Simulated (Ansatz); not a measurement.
Computed with Ansatz on PBE0-D4/def2-TZVP structures; ΔE is electronic, products minus reactants. CCSD(T)/CBS adds triple-zeta CCSD(T) − MP2 to the extrapolated MP2 energy (def2 sets, frozen cores). DFT in def2-TZVPP. def2 core potentials past Kr. For Cd outer-core shells are correlated without core-valence functions, which leaves a few kJ/mol of doubt a bond. One conformer a species, not always the lowest.

Reaction (substitution at a C–O bond): `CC(C)[O][Cd][NH2]` + `CN[SiH2]Cl` → `CC(C)N(C)[SiH2]Cl` + `[NH2][Cd][OH]`

CCSD(T)/CBS gives -0.18 eV.

**Question.** Another level gave -0.13 eV. Which?
A. PBE0-D4/def2-TZVPP
B. revPBE/def2-TZVPP
C. HF/def2-TZVPP
D. r2SCAN/def2-TZVPP

**Answer.** A. PBE0-D4 -0.13, HF/def2-TZVPP 0.05, r2SCAN -0.05, revPBE -0.01 eV.

Largest T1 diagnostic among the species: 0.016.

The D4 term adds −0.10 eV with B3LYP and −0.06 eV with PBE0; it sums over pairs of atoms, weighted by their polarisabilities, and B3LYP, whose exchange is more repulsive, gets the larger term. In def2-TZVPP, CCSD(T) changes the Hartree–Fock value by −0.19 eV (the triples alone add −0.01 eV) and MP2 by −0.26 eV.

B3LYP here is the variant with VWN-RPA as its local correlation; programs differ in this.
